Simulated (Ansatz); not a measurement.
Calculated with Ansatz (gas phase, PBE0-D4/def2-TZVP geometries, no zero-point term in ΔE). CCSD(T)/CBS adds triple-zeta CCSD(T) − MP2 to the extrapolated MP2 energy (def2 sets, frozen cores). Functionals use def2-TZVPP. B3LYP here is the variant with VWN-RPA as its local correlation; programs differ in this. Each species was taken in one conformer, which may not be the lowest.

`CO[SiH2][SiH2]Cl` + `CC(C)B(O)O` → `COB(O)C(C)C` + `O[SiH2][SiH2]Cl`  (substitution at a C–O bond)

Task: Is it downhill or uphill in electronic energy at CCSD(T)/CBS, and by how much? (Estimate.)

Result: The calculation gave: Nearly level: ΔE = +0.7 kcal/mol.

Task: What do these levels give: PBE-D4, r2SCAN-D4, PBE0-D4, B3LYP-D4, ωB97X-V, B2PLYP, PBE, CCSD/def2-TZVPP, CCSD(T)/def2-TZVPP, SCS-MP2/def2-QZVPP, MP2/CBS(def2), CCSD/CBS(def2)? (Estimate.)

Result: Computed: PBE-D4 0.4, r2SCAN-D4 0.6, PBE0-D4 0.8, B3LYP-D4 0.6, ωB97X-V 0.9, B2PLYP 1.3, PBE 1.0, CCSD/def2-TZVPP 1.2, CCSD(T)/def2-TZVPP 0.9, SCS-MP2/def2-QZVPP 1.0, MP2/CBS(def2) 0.6, CCSD/CBS(def2) 1.0 kcal/mol.

Largest T1 diagnostic among the species: 0.011.

The D4 term adds −0.9 kcal/mol with B3LYP and −0.6 kcal/mol with PBE0; it sums over pairs of atoms, weighted by their polarisabilities, and B3LYP, whose exchange is more repulsive, gets the larger term. In def2-TZVPP, CCSD(T) changes the Hartree–Fock value by −1.7 kcal/mol (the triples alone add −0.3 kcal/mol) and MP2 by −1.7 kcal/mol.
